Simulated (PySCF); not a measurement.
PySCF input:

```python
from pyscf import gto, scf, dft

mol = gto.M(
    atom='''
    Al   -0.00000000   -0.00000000   -0.53575021
    O    -0.00000000   -0.00000000   -2.24291911
    Cl    0.00000000    0.00000000    1.46518269
    ''',
    basis='def2-tzvpd',
    charge=1,
    spin=1,
    symmetry='C2v',
    verbose=4,
)

mf = dft.UKS(mol, xc='tpss').density_fit(auxbasis='def2-universal-jkfit')
mf.grids.level = 3
mf.conv_tol = 1e-9
mf.max_cycle = 100
mf.max_memory = 1500
mf.kernel()
if not mf.converged:
    mf = mf.newton()
    mf.kernel(mf.make_rdm1())
mf.analyze()
```

### Question
What final total energy does it print?

### Answer
-777.64511 Eh (TPSS/def2-TZVPD).
